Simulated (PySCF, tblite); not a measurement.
Compound: C4H11B2FO2.
Geometry (GFN2-xTB, Å), atoms numbered from 1 in this order:
```
atom  x, y, z in Å
B1     3.167    1.650    0.090
O2     2.181    0.809   -0.006
B3     1.173   -0.039   -0.076
C4     1.420   -1.516   -0.648
O5    -0.028    0.478    0.360
C6    -1.263   -0.132    0.411
C7    -1.862   -0.374   -0.973
C8    -2.180    0.700    1.304
F9    -1.124   -1.384    1.023
H10    3.805    1.693    1.083
H11    3.424    2.350   -0.826
H12    1.220   -1.553   -1.718
H13    2.456   -1.811   -0.507
H14    0.790   -2.260   -0.170
H15   -1.956    0.575   -1.491
H16   -2.839   -0.838   -0.874
H17   -1.211   -1.030   -1.543
H18   -1.711    0.825    2.277
H19   -2.333    1.675    0.855
H20   -3.133    0.194    1.428
```

Jobs on this species (20 atoms, 70 electrons) with PySCF (density fitting) and tblite. Hardware of each: one thread, Arm Neoverse V1 (aarch64) (shared host). Times come from a shared host and carry two figures at best.

```
level and settings                                     work  basis functions  SCF cycles  wall time
          GFN2-xTB                        L-BFGS relaxation                –           –          ?
          GFN2-xTB            Hessian by finite differences                –           –     0.73 s
     PBE0/pcSseg-1  shieldings, charges and field gradients              208          14       42 s
```

Question: Fill in the missing figures.

Answer: 
- GFN2-xTB; L-BFGS relaxation: 1.5 s

Question: What do all jobs in the table cost together?

Answer: About 44 s; the longest takes about 95 % of that, and about 58 times as long as the shortest.
